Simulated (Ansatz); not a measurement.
The same path of CH4BrFMg (8 atoms, charge 0, multiplicity 1) was run 3 times with different band settings.

Level of theory: RKS PBE/def2-SVP (Ansatz).

Relaxed end points:

```xyz
8
Properties=species:S:1:pos:R:3
Mg 0.489 0.142 0.143
Br 2.813 0.989 0.595
C -1.301 0.055 -0.928
H 1.913 -0.394 1.763
F 1.041 -0.904 1.839
H -2.037 -0.611 -0.430
H -1.772 1.056 -1.025
H -1.146 -0.334 -1.957
```

```xyz
8
Properties=species:S:1:pos:R:3
Mg 0.508 0.101 0.116
Br 2.921 0.723 0.428
C -1.295 0.041 -0.939
H 1.870 -0.288 1.832
F 0.943 -0.663 1.991
H -1.912 -0.831 -0.634
H -1.905 0.952 -0.761
H -1.130 -0.035 -2.034
```

Common settings: climbing image yes; optimiser quadratic models (default); start path through a guess of the saddle point; force threshold 0.03 eV/Å; iteration limit 60; end points relaxed.

| run | movable images | spring |
| --- | --- | --- |
| 1 | 5 | 5.0 eV/Å² |
| 2 | 1 | 5.0 eV/Å² |
| 3 | 5 | 20.0 eV/Å² |

Q: What does each run give, and how far can it be trusted?

A: Run 1: converged after 22 iterations, highest image 0.000 eV above the first end. The highest image is an end point: on this band no image between the ends rises above it.
Run 2: converged after 9 iterations, highest image 0.000 eV above the first end. The top lies less than 8 meV above the higher end, about what the thresholds resolve: the motion is nearly free. The order of the stationary point at the top wasn't checked. So few images can step over the top or miss a turn of the path.
Run 3: converged after 25 iterations, highest image 0.000 eV above the first end. The highest image is an end point: on this band no image between the ends rises above it.
